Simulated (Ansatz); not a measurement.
Gas-phase reaction R1 → P1 + P2, each structure at its B3LYP-D3(BJ)/def2-TZVP stationary point, reached from a drawn start (curvature not checked).
P1: O atom, charge 0, multiplicity 3.
P2, BrHg (SMILES [Br][Hg]) (charge 0, multiplicity 2):
```
atom   x (Å)   y (Å)    z (Å)
----  ------  ------  -------
Hg    0.0000  0.0000  -1.3082
Br    0.0000  0.0000   1.3082
```
R1, BrHgO (SMILES [O]=[Hg][Br]) (charge 0, multiplicity 2):
```xyz
3

Hg     0.00505     0.00155    -0.14008
Br    -0.08248    -0.02471     2.26715
O      0.07742     0.02327    -2.12707
```

P less R. No zero-point or thermal terms; open shells are unrestricted; no spin–orbit coupling. The spin states of the d-block species are the ones drawn and need not be the lowest.

Correlated levels freeze the cores. In cc and def2 sets filled d and f shells under p-block atoms count as core.

Run with Ansatz (Gaussian basis) for Hartree–Fock, density functionals and correlated methods. No computed number here is a measurement. Elements past Kr take the def2 small-core potentials, without spin–orbit coupling.

### Question
What is the computed reaction energy (BLYP/def2-TZVPP)?

### Answer
2.67 eV

### Question
Give the reaction energy at the level CCSD(T)/def2-QZVPP.

### Answer
2.49 eV

### Question
What reaction energy does CCSD(T)/def2-TZVPP give?

### Answer
2.33 eV

Ansatz is a first-principles code.
